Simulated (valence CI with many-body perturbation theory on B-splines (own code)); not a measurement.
# Pt LXIV: electric-dipole lines

Method: relativistic CI+MBPT: five valence electrons over a frozen Dirac-Fock core [Ne], radial functions for each j: 9 s, 9 p, 8 d, 6 f, 3 g, 1 h, with the one-electron correlation potential Σ1 (screened to all orders), the two-electron term Σ2, the three-electron term Σ3, Breit, model QED; selected single and double excitations, second order for the rest (own B-spline code, finite nucleus).

The last digits are not significant, and no measured levels were compared; by estimate large intervals hold to a few tenths of a per cent, small ones and those within an open d or f shell to about a per cent. Among the levels kept, up to 640 cm⁻¹ of a level comes from second order outside the variational space, and about a tenth of that is noise between levels of different J, which matters for small intervals.

Lines 201 to 223 of 223 in falling wavelength, among levels below 1106.8 eV, chosen from the strongest by gf and those to the six lowest levels. Wavelengths and rates use the calculated energies. Electric multipoles are in the length gauge, E1 and E2 with the static RPA response of the core. Weak lines are less certain than strong ones. Lines between different terms over intervals too small for the method are left out, as are lines whose strength nearly cancels. The highest levels of a list are the least certain.

Levels are named by their leading jj configuration (3d3/2^4 stands for four electrons in 3d with j = 3/2), which in mixed levels can hold well under half, so a name can repeat and another be missing. Letters in brackets count levels of one name in rising energy.

```tsv
λ vac (nm)	Upper	Lower	A (s⁻¹)	log gf	Branch %
1.696	(3s^2 3p1/2 3p3/2 3d3/2) J=5/2 [b]	(3s^2 3p1/2^2 3p3/2) J=3/2	4.72e+12	0.09	99.9
1.678	(3s^2 3p1/2 3d3/2 3d5/2) J=5/2 [b]	(3s^2 3p1/2^2 3d5/2) J=5/2	7.41e+12	0.27	95.4
1.670	(3s^2 3p1/2 3d3/2 3d5/2) J=7/2 [b]	(3s^2 3p1/2^2 3d5/2) J=5/2	5.75e+12	0.28	92.4
1.670	(3s^2 3p1/2 3p3/2 3d3/2) J=1/2 [b]	(3s^2 3p1/2^2 3p3/2) J=3/2	6.41e+12	-0.27	99.8
1.667	(3s^2 3p1/2 3p3/2 3d3/2) J=3/2 [b]	(3s^2 3p1/2^2 3p3/2) J=3/2	9.27e+12	0.19	100.0
1.660	(3s^2 3p1/2 3d3/2^2) J=1/2	(3s^2 3p1/2^2 3d3/2) J=3/2	6.02e+12	-0.30	99.5
1.653	(3s^2 3p1/2 3d3/2^2) J=3/2	(3s^2 3p1/2^2 3d3/2) J=3/2	8.57e+12	0.15	99.2
1.650	(3s 3p1/2^2 3p3/2 3d5/2) J=5/2 [a]	(3s^2 3p1/2^2 3d3/2) J=3/2	2.96e+08	-4.14	0.1
1.624	(3s 3p1/2^2 3p3/2 3d5/2) J=3/2 [a]	(3s^2 3p1/2^2 3d3/2) J=3/2	1.22e+12	-0.71	74.5
1.575	(3s 3p1/2^2 3p3/2 3d5/2) J=1/2	(3s^2 3p1/2^2 3d3/2) J=3/2	1.08e+10	-3.09	2.3
1.566	(3s 3p1/2^2 3p3/2 3d5/2) J=5/2 [b]	(3s^2 3p1/2^2 3d3/2) J=3/2	3.51e+07	-5.11	0.0
1.561	(3s 3p1/2^2 3p3/2 3d5/2) J=3/2 [b]	(3s^2 3p1/2^2 3d3/2) J=3/2	1.43e+10	-2.68	0.9
1.542	(3s^2 3p1/2 3p3/2 3d5/2) J=3/2 [a]	(3s^2 3p1/2^2 3p3/2) J=3/2	3.45e+10	-2.31	12.4
1.535	(3s^2 3p1/2 3p3/2 3d5/2) J=5/2 [a]	(3s^2 3p1/2^2 3p3/2) J=3/2	1.83e+10	-2.41	8.0
1.528	(3s^2 3p1/2 3d3/2 3d5/2) J=5/2 [a]	(3s^2 3p1/2^2 3d3/2) J=3/2	3.56e+08	-4.13	0.1
1.515	(3s^2 3p1/2 3d3/2 3d5/2) J=3/2	(3s^2 3p1/2^2 3d3/2) J=3/2	5.18e+10	-2.15	8.8
1.510	(3s^2 3p1/2 3d3/2 3d5/2) J=1/2	(3s^2 3p1/2^2 3d3/2) J=3/2	1.90e+07	-5.89	0.0
1.497	(3s^2 3p1/2 3p3/2 3d5/2) J=5/2 [b]	(3s^2 3p1/2^2 3p3/2) J=3/2	1.60e+09	-3.49	0.2
1.477	(3s^2 3p1/2 3p3/2 3d5/2) J=3/2 [b]	(3s^2 3p1/2^2 3p3/2) J=3/2	4.54e+10	-2.23	9.8
1.470	(3s^2 3p1/2 3p3/2 3d5/2) J=1/2	(3s^2 3p1/2^2 3p3/2) J=3/2	6.47e+10	-2.38	9.9
1.447	(3s^2 3p1/2 3d3/2 3d5/2) J=5/2 [b]	(3s^2 3p1/2^2 3d3/2) J=3/2	2.66e+09	-3.30	0.0
1.141	(3s 3p1/2 3p3/2^3) J=3/2	(3s^2 3p1/2^2 3p3/2) J=3/2	2.57e+09	-3.70	0.1
1.121	(3s 3p1/2 3p3/2^3) J=5/2	(3s^2 3p1/2^2 3p3/2) J=3/2	2.20e+09	-3.60	0.1
```
